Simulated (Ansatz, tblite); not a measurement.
Cost and result up the ladder for the cluster ZrS₃⁻ (4 atoms). Charge -1, multiplicity 2. Geometry: PBE0-D4/def2-SVPD.

Cartesian coordinates in Å:
```
Zr 0.1389 -0.2556 0.0674
S -1.7788 -0.4958 1.3643
S 1.7341 1.2720 0.8015
S -0.0942 -0.5206 -2.2332
```

Ansatz on 4 threads of Arm Neoverse V1 on a shared host; xTB runs through tblite on one thread. Times are rough, summed over both states, and most runs start from the orbitals of an earlier one. PBE0-D4/def2-TZVPD serves as the yardstick here, not as an exact answer. The other state is a triplet.

In the def2 sets Zr takes a core potential; there is no spin–orbit coupling. The xTB rows come from tblite. The structure comes from a short search, and lower isomers may exist.

Raw xTB energies of ions are shifted by several eV, and xTB has no spin-polarisation term.

```
               level  functions  wall time  vertical IE (eV)  difference from PBE0-D4/def2-TZVPD (eV)
            GFN1-xTB         36    0.009 s              8.26                                     4.10
            GFN2-xTB         36    0.015 s              8.55                                     4.40
  PBE0-D4/def2-TZVPD        178       39 s              4.16                                     0.00
r2SCAN-D4/def2-TZVPD        178       46 s              4.13                                    -0.02
```
